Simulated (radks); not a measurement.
Problem. Ionisation of neutral nickel, [Ar] 3d8 4s2, to [Ar] 3d9 as the strength of local exchange is varied. Calculated with a radial shooting solver on a logarithmic mesh with Libxc functionals: Dirac Kohn-Sham, Slater X-alpha exchange (alpha = 2/3 is LDA exchange), no correlation, spin-unpolarised, spherical densities, point nucleus; open shells fill j = l - 1/2 first.

| alpha | E(Ni) (hartree) | exchange (hartree) | IE (eV) | -e of the level emptied (eV) | <r> of it (bohr) |
|---|---|---|---|---|---|
| 0.617 | -1511.34984 | -53.76689 | 6.167 | 4.557 (4s1/2) | 2.881 |
| 0.667 | -1515.71356 | -58.29996 | 6.002 | 4.863 (4s1/2) | 2.843 |
| 0.697 | -1518.33812 | -61.03230 | 5.893 | 5.050 (4s1/2) | 2.821 |
| 0.719 | -1520.26580 | -63.04197 | 5.808 | 5.189 (4s1/2) | 2.805 |
| 0.821 | -1529.23651 | -72.42511 | 5.358 | 5.854 (4s1/2) | 2.733 |
| 1.026 | -1547.43061 | -91.60791 | 4.175 | 7.284 (4s1/2) | 2.601 |
| ? | -1533.91930 | -77.34314 | 5.088 | 6.212 (4s1/2) | 2.698 |

Which alpha was used in the last row?

Solution. alpha = 0.874. NIST Atomic Spectra Database: 7.640 eV (measured). The central value is not met in this range of alpha. Spin polarisation and multiplet splitting are left out, so open shells lie too high by an amount that depends on their filling.

Beside tabulated values, note that spin-unpolarised runs miss the spin-polarisation part of the exchange energy of open shells.
